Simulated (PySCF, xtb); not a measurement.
H₆O₃Si₂, SMILES O[SiH2][SiH](O)O.

xtb with GFN2-xTB at its own geometry gives an orbital gap of 4.72 eV and a dipole moment of 1.63 D.

Geometry: ωB97X-D3(BJ)/def2-SVP. One conformer was computed; it need not be the lowest.

Q: What does PBE/def2-TZVP in PySCF give? (An estimate is asked for; the answer gives what the named calculation found.)

A: gap 5.23 eV (levels -6.68 and -1.45 eV), dipole 1.20 D.
